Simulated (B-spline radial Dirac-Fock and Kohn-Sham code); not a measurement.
## Dipole and non-dipole photoemission parameters of Si³⁺ 1s

System: Si³⁺ in the configuration [Ne] 3s1; threshold 1867.7 eV (orbital energy of the model). Method: Dirac-Hartree-Slater photoionisation with a Latter tail; cross sections with all multipoles, angular parameters from the dipole term and its interference with E2. Computed with an atomic code on a B-spline grid.

Input of the calculation (task.json; shells as n, l, electrons):

```json
{"items": [{
  "Z": 14,
  "q": 3,
  "cfg": [[1, 0, 2], [2, 0, 2], [2, 1, 6], [3, 0, 1]],
  "A": 28,
  "rrms": 3.1224,
  "do": "xps",
  "hv": [60, 77.2, 80, 100, 111.0, 122.0, 300, 315.0, 318.0, 412.0, 524.0, 721.0, 762.0, 773.0, 1253.6, 2000, 2020.0, 3520.0, 4000, 4430.0, 4900.0, 5300.0, 6320.0, 6360.0, 7180.0, 7480.0, 10900.0, 12000, 13100.0]
}]}
```

Launch: `python xray2_run.py task.json out`

For linearly polarised light dσ/dΩ = σ/(4π) [1 + β P₂(cos θ) + (δ + γ cos²θ) sin θ cos φ], with θ from the polarisation vector and φ the angle between the beam and the projection of the electron momentum on the plane normal to the polarisation.

```
hν (eV)  σ (kb)      β      γ
   2000     118  2.000  0.015
   2020     115  2.000  0.035
   3520    27.4  2.000  0.765
   4000    19.4  2.000  0.906
   4430    14.7  2.000  1.018
   4900    11.1  2.000  1.131
   5300    8.93  2.000  1.220
   6320    5.43  2.000  1.426
   6360    5.33  2.000  1.433
   7180    3.76  2.000  1.579
   7480    3.34  2.000  1.630
  10900    1.11  2.000  2.129
  12000       ?      ?      ?
  13100   0.641  2.000  2.397
```

Question: Give the values at 12000 eV.

Answer: σ = 0.833 kb, β = 2.000, γ = 2.267. For an s subshell δ is negligible.
